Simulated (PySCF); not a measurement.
Hf(F)3(OH)(OH2) (F3H3HfO2), SMILES [OH][Hf](<-[OH2])([F])([F])[F], multiplicity 1. Atoms are numbered in the order given.

```xyz
9

Hf    -0.1442    -0.0111     0.0000
F      0.3847     0.8303    -1.6743
F     -0.0462    -1.9368     0.0000
F      0.3847     0.8303     1.6743
O     -2.0360     0.3330     0.0000
H     -2.9659     0.5585     0.0000
O      2.2335    -0.0761     0.0000
H      2.6310     0.3365     0.7817
H      2.6310     0.3365    -0.7817
```

Geometry optimised at B3LYP-D3(BJ)/def2-SVP. The multiplicity is an assumed one; no other spin state was optimised. The structure was generated by enumeration; whether it is a known compound was not checked. The def2 effective core potentials stand for the cores of Hf; spin–orbit coupling is left out. One conformer was computed; it need not be the lowest.

The numbers are results of B3LYP-D3(BJ)/def2-SVP (PySCF), not measurements.

Frequencies are harmonic and unscaled.

```tsv
mode	ν (cm⁻¹)	IR (km/mol)	moving atoms (share of kinetic energy)
1	82	1.0	O 46 %, F 31 %, H 22 %
2	90	9.6	O 53 %, F 37 %, H 10 %
3	147	0.6	F 57 %, H 17 %, Hf 15 %, O 11 %
4	148	12.0	F 60 %, Hf 15 %, H 15 %, O 11 %
5	184	11.5	F 46 %, H 27 %, O 26 %
6	192	6.8	F 59 %, O 25 %, H 10 %
7	203	105.8	F 70 %, Hf 13 %, H 11 %
8	241	35.4	H 86 %, F 13 %
9	289	1.2	O 79 %, H 14 %
10	318	172.3	H 68 %, O 28 %
11	318	143.7	H 73 %, O 23 %
12	382	277.6	H 68 %, O 23 %, F 9 %
13	525	1.8	H 71 %, O 17 %, F 12 %
14	623	65.9	F 92 %
15	630	179.1	F 77 %, Hf 15 %
16	647	143.1	F 87 %, Hf 12 %
17	715	124.8	O 83 %
18	1587	94.7	H 92 %
19	3778	79.2	H 96 %
20	3875	145.3	H 93 %
21	3992	258.3	H 94 %
```
